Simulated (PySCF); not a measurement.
Species: C₂H₇BrSi₂.
Numbering: `[SiH3:1]/[CH:2]=[CH:3]/[SiH2:4][Br:5]` (hydrogens: H6, H7, H8 on Si1; H9 on C2; H10 on C3; H11, H12 on Si4)

Method used: PySCF 2.14.0, PBE0-D3(BJ)/def2-SVP geometry optimisation, gas phase.

**Question.** List the bond lengths, angles and torsions at this level.

**Answer.** 
| bond | length (bohr) |
| --- | --- |
| Si1–C2 | 3.543 |
| C2=C3 | 2.538 |
| C3–Si4 | 3.530 |
| Si4–Br5 | 4.214 |
| Si1–H6, Si1–H7, Si1–H8 | 2.825 |
| C2–H9 | 2.079 |
| C3–H10 | 2.081 |
| Si4–H11, Si4–H12 | 2.818 |

Bonds in one row agree within 0.02 bohr and their mean is given. A selection of angles:
| angle | degrees |
| --- | --- |
| C2–Si1–H6 | 109.1 |
| H6–Si1–H7 | 109.6 |
| H7–Si1–H8 | 107.9 |
| Si1–C2–C3 | 124.1 |
| Si1–C2–H9 | 118.0 |
| C3–C2–H9 | 117.9 |
| C2–C3–Si4 | 125.1 |
| C2–C3–H10 | 119.0 |
| Si4–C3–H10 | 115.9 |
| C3–Si4–Br5 | 109.3 |
| C3–Si4–H11 | 111.0 |
| Br5–Si4–H11 | 107.9 |
| H11–Si4–H12 | 108.9 |

Torsions: Si1–C2–C3–Si4 180° (antiperiplanar); C2–C3–Si4–Br5 -5° (synperiplanar). The mirror-image conformer, all signs reversed, is as good.

Si4 (SiH2 silicon) is tetrahedral (angles from 107.9° to 111.4°). Si1 (SiH3 silicon) is tetrahedral (angles from 107.9° to 110.5°). Of the pairs four or more bonds apart, Br5···H9 is among the closest relative to their van der Waals radii: 2.89 Å, 95 % of the sum of Bondi's values.

Point group: near Cs, missed by 0.24 Å at most; the miss may be what the optimiser left on a soft mode. Stationary, but not proved a minimum. The numbers are those of one conformer.
